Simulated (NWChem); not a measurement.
Molecule: TeF$_{4}$; SMILES F[Te](F)(F)F

```xyz
5

Te     0.0000     0.0000     0.2634
F      1.7670     0.0118    -0.4799
F      0.0118    -1.7670    -0.4799
F     -1.7670    -0.0118    -0.4799
F     -0.0118     1.7670    -0.4799
```
Atoms are numbered in this order, from 1.

Geometry: optimised at PBE0/def2-SVP. No frequency run checked for a minimum. def2 effective core potentials on Te; no spin-orbit coupling.

Q: List the 4 lowest vertical singlet excitations from PBE0/def2-SVPD with def2 effective core potentials on Te, TDA (NWChem).

A: 
```json
[
 {"state": "S1", "energy (eV)": "6.57", "oscillator strength": "0.078", "leading excitation (squared amplitude)": "HOMO → LUMO (0.97)"},
 {"state": "S2", "energy (eV)": "6.80", "oscillator strength": "0.000", "leading excitation (squared amplitude)": "HOMO−1 → LUMO (0.98)"},
 {"state": "S3", "energy (eV)": "7.44", "oscillator strength": "0.002", "leading excitation (squared amplitude)": "HOMO−3 → LUMO (0.65)"},
 {"state": "S4", "energy (eV)": "7.44", "oscillator strength": "0.002", "leading excitation (squared amplitude)": "HOMO−4 → LUMO (0.65)"}
]
```
